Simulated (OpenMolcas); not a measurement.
Computed levels of 5d² in ions with 70 electrons, in cm-1 above ³F₂.

```yaml
Program: OpenMolcas
Method: SS-RASPT2, IPEA 0.25 Eh, imaginary shift 0.1 Eh
Basis: ANO-RCC-VQZP
Scalar_Hamiltonian: DKH2, point nucleus
Spin-orbit_coupling: state interaction with AMFI integrals over the reference wave functions, term energies averaged over their components
```

Active space for each ion: 8 electrons in 8 orbitals (RAS1 5p, at most 2 holes; RAS2 5d); closed shells correlated by CASPT2: 5s.

```
Level    W4+   Re5+   Ir7+
  ³F₃   6810   8610  12870
  ³F₄  12350  15320  21970
  ³P₀  13480  14990  17970
  ³P₁  17380  20100  26110
  ¹G₄  23380  27630  36990
  ³P₂  23860  28770  39620
  ¹S₀  44180  51420  66130
```

Q: Estimate ³F₄, ³P₀, ³P₁ for Os6+ from its neighbours Re5+ and Ir7+.

A: ³F₄ is fine structure, which grows about as the fourth power of a screened charge, so the fourth roots are averaged: ((15320^0.25 + 21970^0.25) / 2)^4 = 18421. The calculation gives 18400, so the estimate is off by +0.1 %.
³P₀ is another term, which grows about linearly with the charge: (14990 + 17970) / 2 = 16480. The calculation gives 16530, so the estimate is off by -0.3 %; the measured value is 15837 (van het Hof, Joshi, Wyart and Sugar, J. Res. Natl. Inst. Stand. Technol. 100, 687 (1995)).
³P₁ is another term, which grows about linearly with the charge: (20100 + 26110) / 2 = 23105. The calculation gives 22980, so the estimate is off by +0.5 %; the measured value is 22098 (van het Hof, Joshi, Wyart and Sugar, J. Res. Natl. Inst. Stand. Technol. 100, 687 (1995)).

Mixed levels, with the weight of the term that names them: W4+ ³P₂ (68 %), Re5+ ³P₂ (62 %), Os6+ ³P₂ (59 %), Ir7+ ³P₂ (57 %).

CASPT2 breaks the degeneracy within a term, and the mean is taken; among the terms shown or strongly mixed into the levels shown the widest spread is 410 cm-1 (5d² ¹G, W4+). Active for correlation alone: 5p; no level in the range computed is led by a configuration that opens it, so any true level of that kind is missing. Computed and measured levels are paired by configuration, term and J; levels that our copy of the source lacks, or whose pairing is in doubt (as where it misses far off the trend of its configuration), stay unpaired and out of the deviations. Levels of configurations outside the active space are missing.
